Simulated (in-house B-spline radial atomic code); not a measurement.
Results of a calculation; reference values are marked as such.
P in electron gases of falling density

A nucleus sits in a uniform electron gas with a rigid positive background. The Kohn-Sham equations are solved self-consistently in the spin-unpolarised LDA (PW92), non-relativistic, on B-splines with outgoing waves at the boundary and partial waves to l = 8. The model has no lattice, no bands and no magnetic solution. Atomic units; δ_l are the phase shifts at the Fermi level, counted so that each bound state adds π, and good to about 0.0005.

| r_s (bohr) | k_F | δ0/π | δ1/π | δ2/π | shallowest bound level (hartree) | σ_tr (bohr²) | Q (a.u.) |
| --- | --- | --- | --- | --- | --- | --- | --- |
| 1.5 | 1.2794 | 2.112 | 1.336 | 0.215 | s -0.0542 | 12.43 | 1.125 |
| 1.65 | 1.1631 | 2.172 | 1.379 | 0.191 | s -0.0796 | 16.29 | 1.007 |
| 1.8 | 1.0662 | 2.226 | 1.418 | 0.167 | s -0.103 | 21.43 | 0.935 |
| 2 | 0.9596 | 2.289 | 1.463 | 0.138 | s -0.13 | 29.48 | 0.844 |
| 2.07 | 0.9271 | 2.309 | 1.477 | 0.128 | s -0.138 | 32.43 | 0.809 |
| 2.2 | 0.8723 | 2.343 | 1.502 | 0.111 | s -0.151 | 37.83 | 0.740 |
| 2.4 | 0.7996 | 2.389 | 1.534 | 0.088 | s -0.167 | 45.61 | 0.630 |
| 2.67 | 0.7188 | 2.440 | 1.569 | 0.061 | s -0.181 | 54.62 | 0.492 |
| 3 | 0.6397 | 2.488 | 1.600 | 0.037 | s -0.192 | 63.68 | 0.360 |
| 3.3 | 0.5816 | 2.520 | 1.621 | 0.020 | s -0.199 | 71.03 | 0.274 |
| 3.6 | 0.5331 | 2.543 | 1.636 | 0.007 | s -0.205 | 78.42 | 0.214 |
| 4 | 0.4798 | 2.565 | 1.650 | -0.004 | s -0.211 | 89.36 | 0.160 |

Q = n k_F σ_tr, with n = 3/(4π r_s³).

(1) How does the screening charge move between partial waves as the gas thins?

(2) What end-to-end powers of r_s do the first and last rows give for σ_tr and Q?

Answers

(1) By (2/π)(2l + 1) δ_l, at r_s = 1.5 it is s 4.22, p 8.01, d 2.15, f and beyond 0.61, and at r_s = 4 s 5.13, p 9.90, d -0.04, f and beyond 0.03. The free atom is [Ne] 3s2 3p3.

(2) σ_tr goes as r_s^+2.01 and Q as r_s^-1.99. Since n k_F/k_F² goes as r_s⁻², Q = 4π n Σ/k_F would fall as r_s⁻² at fixed phase shifts; the sum Σ (l + 1) sin²(δ_l − δ_(l+1)) is 1.619 in the first row and 1.637 in the last, and ranges from 1.62 to 2.32 between them, so these powers are no law.
